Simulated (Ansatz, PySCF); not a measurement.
The pair A = N2 (SMILES N#N) (first 2 atoms), B = GeH4 (SMILES [GeH4]); geometry from B3LYP-D3(BJ)/def2-TZVP.
(charge 0, multiplicity 1):
```xyz
7

N     -0.21362    -0.07657    -1.11253
N     -0.50002     0.37811    -0.16329
Ge     0.14165    -0.05905     3.35463
H      0.51980    -0.38048     4.80891
H     -0.53916    -1.28224     2.72325
H      1.41160     0.28368     2.56210
H     -0.82041     1.13658     3.32684
```

Frozen-core correlation. Filled d and f shells under p-block atoms count as core. CBS: X⁻³ extrapolation of the correlation energy, Hartree–Fock from the larger set.

The values were computed with Ansatz (Gaussian basis) for Hartree–Fock, density functionals and correlated methods; PySCF for the dispersion terms. 

The monomers are drawn apart, rigid, along the line of their centres of mass. Counterpoise-corrected interaction energies (kcal/mol):

```csv
level,R = 5.470 Å,R = 6.911 Å
PBE-D3(BJ)/def2-TZVPPD,-0.2042,-0.0380
wB97M-V/def2-TZVPPD,-0.1571,-0.0321
"CCSD(T)/CBS(aug-cc-pVDZ, aug-cc-pVTZ)",-0.1511,-0.0328
```

### Question
R is the distance of the centres of mass. Find the local exponent m of E ∝ R⁻ᵐ between the two points.

### Answer

m = ln(E₁/E₂)/ln(R₂/R₁): PBE-D3(BJ)/def2-TZVPPD 7.2; wB97M-V/def2-TZVPPD 6.8; CCSD(T)/CBS(aug-cc-pVDZ, aug-cc-pVTZ) 6.5. For scale, two fixed dipoles give m = 3, dipole and quadrupole 4, quadrupoles 5, and dispersion or dipole-induced dipole 6 at long range; at these distances several terms mix, and what is left of overlap and damping shifts m, so it need not match one of them.

Ansatz is a first-principles code.
